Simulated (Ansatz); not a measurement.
Single points on C6H12N2O (relaxed from a model of 1-ethyl-3-methylimidazolium hydroxide, whose bonding it doesn't keep).

```yaml
crystal:
  periodic: [false, false, false]
  atoms:
    - {symbol: C, position_ang: [2.464645, 0.828870, 0.282914]}
    - {symbol: C, position_ang: [1.952343, -0.393642, -0.468763]}
    - {symbol: N, position_ang: [0.579798, -0.747454, -0.193107]}
    - {symbol: C, position_ang: [0.162251, -1.170148, 1.074837]}
    - {symbol: C, position_ang: [-1.134186, -0.857222, 1.238255]}
    - {symbol: N, position_ang: [-1.601538, -0.225354, 0.079221]}
    - {symbol: C, position_ang: [-2.658354, 0.744736, 0.112738]}
    - {symbol: C, position_ang: [-0.471239, 0.053698, -0.776952]}
    - {symbol: H, position_ang: [3.516766, 1.029971, 0.029912]}
    - {symbol: H, position_ang: [2.396041, 0.679054, 1.371446]}
    - {symbol: H, position_ang: [1.884121, 1.730383, 0.033002]}
    - {symbol: H, position_ang: [2.033359, -0.241587, -1.556897]}
    - {symbol: H, position_ang: [2.582232, -1.268977, -0.237325]}
    - {symbol: H, position_ang: [0.808070, -1.778801, 1.705183]}
    - {symbol: H, position_ang: [-1.816881, -1.145037, 2.035499]}
    - {symbol: H, position_ang: [-2.999899, 0.944802, -0.913236]}
    - {symbol: H, position_ang: [-2.350230, 1.708043, 0.571501]}
    - {symbol: H, position_ang: [-3.513624, 0.350975, 0.681320]}
    - {symbol: H, position_ang: [-0.223098, 1.144072, -0.782467]}
    - {symbol: O, position_ang: [-0.700326, -0.221433, -2.121331]}
    - {symbol: H, position_ang: [-0.910251, -1.164939, -2.165752]}
basis:
  gaussian: {orbitals: 6-31G}
hamiltonian: {xc: {name: B3LYP}, dispersion: d4}
scf: {omitted_lower_state_checks: [starts]}
output: {orbitals: {seedname: orbitals}}
```

The file start.molden holds the orbitals of an earlier run on this structure, at another level or in another basis.

```sh
$ ansatz run in.yaml --threads 4 --pin off --events-out ev --progress --plain --max-ram 8704MiB
```

It prints (some lines left out):

```
Functional definition: B3LYP
  name "B3LYP"
  cite "Stephens, Devlin, Chabalowski & Frisch, J. Phys. Chem. 98, 11623 (1994) doi:10.1021/j100096a001"
  cite "Becke, Phys. Rev. A 38, 3098 (1988) doi:10.1103/PhysRevA.38.3098"
  cite "Lee, Yang & Parr, Phys. Rev. B 37, 785 (1988) doi:10.1103/PhysRevB.37.785"
  cite "Vosko, Wilk & Nusair, Can. J. Phys. 58, 1200 (1980) doi:10.1139/p80-159"
  parameter a0 = 0.2
  parameter ax = 0.72
  parameter ac = 0.81
  exchange = (1 - a0 - ax)*slater_x + ax*b88_x + a0*exact_x
  correlation = (1 - ac)*vwn_rpa_c + ac*lyp_c
these checks for a lower state are left out or cut short: starts
1485 factors; integrals over basis functions are off by at most 2.5e-4 eV
mean field evaluation 1: about -11428.8794 eV, gradient 6.9e1 eV
mean field evaluation 2: about -11424.5808 eV, gradient 8.3e1 eV
mean field evaluation 4: about -11439.6923 eV, gradient 2.9e0 eV
mean field evaluation 8: about -11440.1326 eV, gradient 4.6e-1 eV
mean field evaluation 16: about -11440.1331 eV, gradient 1.6e-4 eV
mean field -11440.13312738 eV, -420.4171380304 hartree, gradient 3.1e-5 eV, S^2 0.000000; 0 other end points of the search recorded, 0 dependent functions left out
reference -11440.13337562 eV, -420.4171471530 hartree; 35, 35 occupied and 70, 70 virtual orbitals, 1485 factors
Total energy: -11440.98424757 eV, -420.4484161205 hartree
Checks for a lower state left out: starts
```

Hardware: 4 threads of Intel Xeon Platinum 8259CL on a shared host. Wall time 2.3 s.

As the first input, with `gaussian: {orbitals: def2-TZVPD, initial_orbitals: start.molden}`, `hamiltonian: {xc: pbe, dispersion: d4}` (abridged; 9 s):

```
Functional definition: PBE
mean field -11434.02742725 eV, -420.1927576893 hartree, gradient 2.1e-5 eV, S^2 0.000000
Total energy: -11434.56902501 eV, -420.2126610398 hartree
Checks for a lower state left out: starts
```

The first input with `gaussian: {orbitals: def2-TZVP, initial_orbitals: start.molden}`, `hamiltonian: {xc: pbe, dispersion: d4}`, `output: {forces: true, orbitals: {seedname: orbitals}}` (abridged; 6.5 s):

```
Functional definition: PBE
mean field -11433.93396538 eV, -420.1893230290 hartree, gradient 2.1e-5 eV, S^2 0.000000
Total energy: -11434.47554635 eV, -420.2092257626 hartree
Atom 0 force     0.063713     0.200376     0.138467 eV/Å
Atom 1 force     0.306564    -0.095520    -0.198074 eV/Å
Atom 2 force     0.040551    -0.294598     0.001100 eV/Å
Atom 3 force     0.260905    -0.147923     0.279922 eV/Å
Atom 4 force    -0.220570    -0.041270     0.379136 eV/Å
Atom 5 force    -0.196940    -0.241522     0.010422 eV/Å
Atom 6 force    -0.312258     0.241138    -0.009970 eV/Å
Atom 7 force     0.173134     0.447870     0.412987 eV/Å
Atom 8 force    -0.026125    -0.011034    -0.002272 eV/Å
Atom 9 force     0.000524     0.001315    -0.035815 eV/Å
Atom 10 force     0.015741    -0.021188     0.004022 eV/Å
Atom 11 force     0.013297     0.011634     0.016741 eV/Å
Atom 12 force    -0.018930     0.010844     0.011972 eV/Å
Atom 13 force    -0.061392     0.036288    -0.068946 eV/Å
Atom 14 force     0.048505     0.007010    -0.089808 eV/Å
Atom 15 force    -0.001714     0.007880     0.030743 eV/Å
Atom 16 force     0.015665    -0.004745     0.006727 eV/Å
Atom 17 force     0.041811     0.005219    -0.010900 eV/Å
Atom 18 force    -0.001547     0.042901    -0.036367 eV/Å
Atom 19 force    -0.029003     0.331500    -0.781868 eV/Å
Atom 20 force    -0.111930    -0.486174    -0.058219 eV/Å
Dipole moment:     0.044691    -0.049312     0.204170 e Å
Checks for a lower state left out: starts
```

First input, but with `gaussian: {orbitals: def2-SVP, initial_orbitals: start.molden}`, `hamiltonian: {xc: {text: "exchange = 0.85*pbe_x + 0.15*exact_x\ncorrelation = pbe_c"}}` (abridged; 3.6 s):

```
Functional definition: unnamed
mean field -11422.00938173 eV, -419.7511026626 hartree, gradient 1.4e-5 eV, S^2 0.000000
Total energy: -11422.00941867 eV, -419.7511040200 hartree
Checks for a lower state left out: starts
```

First input, but with `gaussian: {orbitals: def2-SVP, initial_orbitals: start.molden}`, `hamiltonian: {xc: pbe, dispersion: d4}` (abridged; 2.4 s):

```
Functional definition: PBE
mean field -11421.33746704 eV, -419.7264102533 hartree, gradient 1.0e-5 eV, S^2 0.000000
Total energy: -11421.87903695 eV, -419.7463125802 hartree
Checks for a lower state left out: starts
```

The first input with `hamiltonian: {xc: hf}` (abridged; 1.1 s):

```
Functional definition: HF
mean field -11366.65929169 eV, -417.7170243713 hartree, gradient 1.2e-5 eV, S^2 0.000000
Total energy: -11366.65929169 eV, -417.7170243713 hartree
Checks for a lower state left out: starts
```

First input, but with `gaussian: {orbitals: def2-TZVP, initial_orbitals: start.molden}`, `hamiltonian: {xc: pbe}`, `correlation: {method: rpa}` and without the key `output` (abridged; 15 s):

```
Functional definition: PBE
mean field -11433.93378206 eV, -420.1893162920 hartree, gradient 1.2e-6 eV, S^2 0.000000
9 core orbitals not correlated: weight in the atoms' cores, before any rotation towards them, 1.000 or more for the frozen orbitals, at most 0.000 for the correlated occupied ones
Total energy: -11444.25790299 eV, -420.5687207382 hartree
Checks for a lower state left out: starts
```

Geometry: PBE0-D4/def2-SVP.

B3LYP takes the VWN-RPA correlation. Correlated methods freeze 9 core orbitals. The restricted singlet is unstable towards broken spin symmetry in Hartree–Fock (as tested in another run); at HF/6-31G this wasn't settled.
